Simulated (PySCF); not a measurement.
# Working with the constants of CaCd

RHF-CCSD(T) constants of CaCd, ¹Σ⁺ (singlet), closed shell (basis Ca def2-SVP, Cd def2-SVP with ECP28; scalar-relativistic core potentials; PySCF 2.14; masses 39.9626 and 113.9034 u):

| Quantity | Value |
| --- | --- |
| ωe | 30.5 cm⁻¹ |
| ωexe | 0.633 cm⁻¹ |
| Be | 0.031955 cm⁻¹ |
| αe | 0.000775 cm⁻¹ |
| D (centrifugal) | 1.4e-07 cm⁻¹ |
| De to Ca + Cd | 0.054 eV |

**Question.** Estimate the standard entropy (1 bar) and heat capacity of the ideal gas at 500 K, rigid rotor with B0 and harmonic oscillator at the fundamental.

**Answer.** Translation (Sackur–Tetrode, M = 153.87 u): 182.4 J/(mol K). Rotation: q = kT/(σB0) = 11000 with σ = 1, 85.7. Vibration: x = hcν0/kT = 0.0841, 28.90. S° = 297.0 J/(mol K); Cp = 7R/2 + 8.31 = 37.4 J/(mol K).

Correlated steps freeze 5 core orbitals. The bond is weak. Basis-set superposition, not corrected here, can be much of De in a small basis, most of all at correlated wavefunction levels.
